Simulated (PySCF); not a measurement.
## Working out the ionisation energy of Sb⁺

Sb⁺ [Kr] 4d10 5s2 5p2 (3P) → Sb²⁺ [Kr] 4d10 5s2 5p1 (2P). All numbers are calculated (PySCF 2.14, the non-relativistic Hamiltonian (point nucleus), in dyall-av2z (22s16p12d, 130 functions)). Frozen: [Kr] 4d10; the 62 highest virtual orbitals dropped. Energies in hartree (1 hartree = 27.21139 eV):

```csv
part,Sb⁺ (lower),Sb²⁺ (upper)
UHF,-6313.160524,-6312.574244
MP2 opposite-spin,-0.033475,-0.029282
MP2 same-spin,-0.006495,-0.001984
```

Q: What does Hartree-Fock give?

A: (-6312.574244) − (-6313.160524) = 0.586280 hartree = 15.953 eV.

Q: What do MP2 and SCS-MP2 (6/5 opposite-spin, 1/3 same-spin) give?

A: The opposite-spin parts differ by 0.114 eV and the same-spin parts by 0.123 eV. MP2: 15.953 + (0.114) + (0.123) = 16.190 eV. SCS-MP2: 15.953 + 1.2 × (0.114) + (0.123)/3 = 16.131 eV.

A first-order spin-orbit estimate adds -0.056 eV to MP2 (valence), giving 16.134 eV against 16.626 ± 0.025 eV (measured; NIST Atomic Spectra Database, ionization energies).

The calculation is non-relativistic.

A double-zeta basis recovers only part of the correlation energy.

What remains against the reference includes basis incompleteness, the frozen core and correlation beyond second order.
